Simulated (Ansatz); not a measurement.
InSn₂ was relaxed with PBE-D4 (def2-SVP) in Ansatz in these states: neutral doublet, neutral quartet. The geometries follow in no particular order.

In the def2 sets In, Sn take a core potential; there is no spin–orbit coupling.

A:

Cartesian coordinates in Å:
```
In 0.0913 1.4337 1.2569
Sn -1.3193 -1.1723 -0.4494
Sn 1.2281 -0.2614 -0.8075
```

B:

```xyz
3

In   -1.690   -0.256    0.541
Sn    0.447    1.408   -0.912
Sn    1.243   -1.152    0.371
```

Problem. Judge from the bond lengths which geometry belongs to which state (an estimate).

Solution. A is the neutral doublet (Sn2–Sn3 2.729 Å, In1–Sn3 2.903 Å); B is the neutral quartet (Sn2–Sn3 2.972 Å, In1–Sn3 3.072 Å).

At PBE0-D4/def2-TZVP a doublet lies 0.14 eV below the neutral quartet. These are the stationary points nearest to one start from a short search; other shapes may lie lower in each state.
